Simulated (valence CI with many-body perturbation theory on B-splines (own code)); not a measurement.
Run record, Kr4+

Method: relativistic CI+MBPT: four valence electrons over a frozen Dirac-Fock core [Ar] 3d10, radial functions for each j: 6 s, 6 p, 5 d, 3 f, 1 g, with the one-electron correlation potential Σ1 (screened to all orders), the two-electron term Σ2, the three-electron term Σ3, Breit, model QED; selected single and double excitations, second order for the rest, scaled by the run's own slope (own B-spline code, finite nucleus).

Command, and the settings that its task file holds:

```sh
python run_cv.py task.json out
```

```
atom Kr  Z=36  mass_number=84  rms_radius_fm=4.1884
core [Ar] 3d10
valence 4s2 4p2
avg = 1
basis = S
breit = 1
cap = 10000
capref = 1200
cscale = 1
de = 0.0
dress = 0
eps = 2e-08
extrap = 1
h = 0.27
hh = 1
l2 = 3
lcore = 1
maxit = 60
n2 = 5
natural = 1
nlev = 21
nno = [3, 3, 3, 2, 1]
nroot = 26
nsp = [3, 3, 2, 1, 0]
pt2 = 1
qed = 1
rpa = 1
s1 = 1
s2 = 1
s3 = 1
screen = 1
tol = 2e-05
whole = 1
```

It took 36 s on 1 thread of Arm Neoverse N1 (shared host).

Log. The first blocks belong to the next ion, which gives the ionisation energy. Fields: 2J, parity (1 odd), roots, reference size, generating configurations, candidates as configurations/state functions, variational space P, stored matrix elements, Davidson steps; e2 is the range of second-order energies in hartree. The first line gives the box (bohr), its intervals, the orbitals and the steps of their self-consistent field. Window is the range of levels sought, series limit the energy at which the first omitted orbital would enter, core excitation an estimate of the first excitation out of the core, left out the lowest levels not solved, and shifts from estimates the range by which levels moved from their first estimate, all in cm⁻¹.

```
rmax 15.8 intervals 64 orbitals 36 references ['4s2 4p2', '4s 4p3', '4s2 4p 4d'] scf 7 t 2.4
2J=1 par=1 roots 2 ref 37 generators 13 cand 656/960 P 686/997 nnz 0 it 0
2J=1 par=1 roots 2 ref 37 generators 37 cand 1071/1613 P 1757/2610 nnz 8.5e+05 it 6
   second order: generators 69 cand 1372/1984 e2 -0.00001 -0.00001
2J=3 par=1 roots 2 ref 57 generators 15 cand 499/943 P 536/1000 nnz 0 it 0
2J=3 par=1 roots 2 ref 57 generators 40 cand 1102/2410 P 1638/3410 nnz 1.6e+06 it 6
   second order: generators 74 cand 2058/4228 e2 -0.00001 -0.00001
reference levels 365, estimated 64, window 217164 1/cm; series limit 399903, core excitation 733349
2J=0 par=0 roots 3 ref 23 generators 17 cand 624/1159 P 2414/3883 nnz 1.1e+06 it 5
2J=0 par=0 roots 3 ref 23 generators 49 cand 2499/4699 P 4913/8582 nnz 3.7e+06 it 10
   second order: generators 110 cand 13912/27118 e2 -0.00008 -0.00003
2J=2 par=0 roots 2 ref 45 generators 16 cand 319/993 P 1165/3506 nnz 1.3e+06 it 6
2J=2 par=0 roots 2 ref 45 generators 37 cand 1580/6467 P 2745/9973 nnz 8.2e+06 it 14
   second order: generators 90 cand 13832/66064 e2 -0.00022 -0.00011
2J=4 par=0 roots 3 ref 55 generators 18 cand 314/999 P 1107/3553 nnz 1.6e+06 it 8
2J=4 par=0 roots 3 ref 55 generators 46 cand 1196/6433 P 2303/9986 nnz 9.5e+06 it 13
   second order: generators 107 cand 13408/88161 e2 -0.00034 -0.00015
2J=4 par=1 roots 9 ref 50 generators 40 cand 250/1013 P 1056/3587 nnz 1.5e+06 it 7
2J=4 par=1 roots 9 ref 50 generators 92 cand 1357/6396 P 2413/9983 nnz 8.8e+06 it 9
   second order: generators 198 cand 19917/124755 e2 -0.00082 -0.00011
2J=2 par=1 roots 7 ref 44 generators 37 cand 292/1009 P 1243/3542 nnz 1.4e+06 it 11
2J=2 par=1 roots 7 ref 44 generators 89 cand 1713/6382 P 2956/9924 nnz 7.8e+06 it 10
   second order: generators 205 cand 19258/91838 e2 -0.00043 -0.00014
2J=6 par=1 roots 4 ref 39 generators 25 cand 196/981 P 973/3516 nnz 1.6e+06 it 6
2J=6 par=1 roots 4 ref 39 generators 60 cand 1325/6429 P 2298/9945 nnz 9.6e+06 it 9
   second order: generators 137 cand 16116/114726 e2 -0.00069 -0.00021
2J=0 par=1 roots 3 ref 17 generators 22 cand 818/1292 P 2838/4408 nnz 1.4e+06 it 5
2J=0 par=1 roots 3 ref 17 generators 56 cand 2738/4633 P 5576/9041 nnz 4e+06 it 8
   second order: generators 129 cand 13739/27386 e2 -0.00008 -0.00004
2J=8 par=1 roots 1 ref 22 generators 9 cand 338/1491 P 1221/5014 nnz 3.1e+06 it 5
2J=8 par=1 roots 1 ref 22 generators 24 cand 1189/4960 P 2410/9974 nnz 8.9e+06 it 6
   second order: generators 47 cand 10607/70322 e2 -0.00023 -0.00023
left out: unestimated 316658, estimated 239103, shifts from estimates -36 to 34
operators 3.7
```

The Davidson iterations converged. The settings are bad on purpose, so the numbers may not be properties of the ion.

Against 22 measured levels this calculation errs by 1407 cm⁻¹ on average and by 2900 at most. These come from a selection out of Saloman, J. Phys. Chem. Ref. Data 36, 215 (2007). Levels without a partner in it may be off by more.

```
Valence energy                            : -13.75509 hartree
Ionisation energy                         : 63.79 eV (NIST: 64.69 ± 0.2 eV (semi-empirical))
Reference configurations for the orbitals : 4s2 4p2, 4s 4p3, 4s2 4p 4d
Radial orbitals                           : 36
Box radius                                : 15.75 bohr
Largest variational space                 : 9986
Lowest levels                             : 4s²4p² ³P_0 0.0, 4s²4p² ³P_1 3555, 4s²4p² ³P_2 7315, 4s²4p² ¹D_2 19529, 4s²4p² ¹S_0 39129, 4s4p³ ⁵S°_2 94152, 4s4p³ ³D°_1 127040, 4s4p³ ³D°_2 127170, 4s4p³ ³D°_3 128330, 4s4p³ ³P°_0 145740, 4s4p³ ³P°_1 146080, 4s4p³ ³P°_2 146420, 4s4p³ ¹D°_2 161490, 4s²4p4d ³F°_2 187560 cm⁻¹
```

Names give the largest LS component (configuration and term), which can be under half, so a name can repeat, a term be missing and a line seem to break the LS rules; names also repeat where a configuration has a term twice.
